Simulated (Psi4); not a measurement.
HgI$_{2}$, singlet, at a GFN2-xTB geometry of the parent state (such geometries of metal compounds can be far from the true shape) (core potentials on Hg, I); PBE0/def2-SV(P) in Psi4 1.11.

Here is a job for Psi4.
```
memory 2 GB

molecule mol {
0 1
Hg    0.695869    0.433146    0.404370
I    -0.845178    1.799579   -2.032322
I    -0.205191   -2.453384    1.421951
}

set {
  basis def2-sv(p)
  reference rks
}

energy('pbe0')
print_variables()
```

Write the output that Psi4 gives for this input, abridged.


```
   => Loading Basis Set <=

    Name: DEF2-SV(P)
    Role: ORBITAL
    Keyword: BASIS

    !!!  WARNING: ECP capability is in beta. Please check occupations closely.  !!!

         ---------------------------------------------------------
                                   SCF
               by Justin Turney, Rob Parrish, Andy Simmonett
                          and Daniel G. A. Smith
                              RKS Reference
         ---------------------------------------------------------

  ==> Geometry <==

    Molecular point group: cs
    Full point group: Cs

    Geometry (in Angstrom), charge = 0, multiplicity = 1:

       Center              X                  Y                   Z               Mass
    ------------   -----------------  -----------------  -----------------  -----------------
         HG           0.760849505191     0.467680435595     0.000000000000   201.970643400000
         I           -2.049786876011     1.977566535678     0.000000000000   126.904471900000
         I            0.838881840173    -2.721887969497     0.000000000000   126.904471900000

  Running in cs symmetry.

  Rotational constants: A =      0.05827  B =      0.00873  C =      0.00759 [cm^-1]
  Rotational constants: A =   1746.97473  B =    261.74512  C =    227.63857 [MHz]
  Nuclear repulsion =  225.815470394296881

  Charge       = 0
  Multiplicity = 1
  Electrons    = 70
  Nalpha       = 35
  Nbeta        = 35

  ==> Algorithm <==

  SCF Algorithm Type is DF.
  DIIS enabled.
  MOM disabled.
  Fractional occupation disabled.
  Guess Type is SAD.
  Energy threshold   = 1.00e-06
  Density threshold  = 1.00e-06
  Integral threshold = 1.00e-12

  ==> Primary Basis <==

  Basis Set: DEF2-SV(P)
    Blend: DEF2-SV(P)
    Number of shells: 31
    Number of basis functions: 77
    Number of Cartesian functions: 83
    Spherical Harmonics?: true
    Max angular momentum: 2

  Core potential: DEF2-SV(P)
    Number of shells: 12
    Number of ECP primitives: 68
    Number of ECP core electrons: 116
    Max angular momentum: 3

  ==> DFT Potential <==

   => LibXC <=

    Version 7.1.2
    S. Lehtola, C. Steigemann, M. J. T. Oliveira, and M. A. L. Marques,  SoftwareX 7, 1–5 (2018) (10.1016/j.softx.2017.11.002)

   => Composite Functional: PBE0 <=

    PBE0 Hyb-GGA Exchange-Correlation Functional

    C. Adamo and V. Barone,  J. Chem. Phys. 110, 6158 (1999) (10.1063/1.478522)
    M. Ernzerhof and G. E. Scuseria,  J. Chem. Phys. 110, 5029 (1999) (10.1063/1.478401)

[...]
   @DF-RKS iter   6:  -748.91757765175714   -2.10363e-03   5.65126e-04 DIIS/ADIIS
   @DF-RKS iter   7:  -748.91878094562628   -1.20329e-03   6.48094e-05 DIIS
   @DF-RKS iter   8:  -748.91879515469270   -1.42091e-05   1.47244e-05 DIIS
   @DF-RKS iter   9:  -748.91879608334068   -9.28648e-07   3.73201e-06 DIIS
   @DF-RKS iter  10:  -748.91879620658949   -1.23249e-07   1.08419e-06 DIIS
   @DF-RKS iter  11:  -748.91879623311252   -2.65230e-08   4.14977e-07 DIIS
  Energy and wave function converged.

  ==> Post-Iterations <==

   Electrons on quadrature grid:
      Ntotal   =   70.0000076421 ; deviation = 7.642e-06

    Orbital Energies [Eh]
    ---------------------

    Doubly Occupied:

[...]
    Virtual:

[...]
    Final Occupation by Irrep:
             Ap   App
    DOCC [    24,   11 ]
    NA   [    24,   11 ]
    NB   [    24,   11 ]

  @DF-RKS Final Energy:  -748.91879623311252

   => Energetics <=

    Nuclear Repulsion Energy =            225.8154703942968808
    One-Electron Energy =               -1756.3408742517681276
    Two-Electron Energy =                 826.1362961341474147
    DFT Exchange-Correlation Energy =     -44.5296885097886701
    Empirical Dispersion Energy =           0.0000000000000000
    VV10 Nonlocal Energy =                  0.0000000000000000
    Total Energy =                       -748.9187962331125163

Computation Completed

Properties will be evaluated at   0.000000,   0.000000,   0.000000 [a0]

Properties computed using the SCF density matrix

 Multipole Moments:

 ------------------------------------------------------------------------------------
     Multipole            Electronic (a.u.)      Nuclear  (a.u.)        Total (a.u.)
 ------------------------------------------------------------------------------------

 L = 1.  Multiply by 2.5417464519 to convert [e a0] to [Debye]
 Dipole X            :         29.4144799          -28.4510283            0.9634516
 Dipole Y            :         18.0804789          -17.4883327            0.5921461
 Dipole Z            :          0.0000000            0.0000000            0.0000000
 Magnitude           :                                                    1.1308740

 ------------------------------------------------------------------------------------

  Variable Map:
  ----------------------------------------------------------------------------
[...]
  Array Variable Map:
  ----------------------------------------------------------------------------
[...]
[...]
```
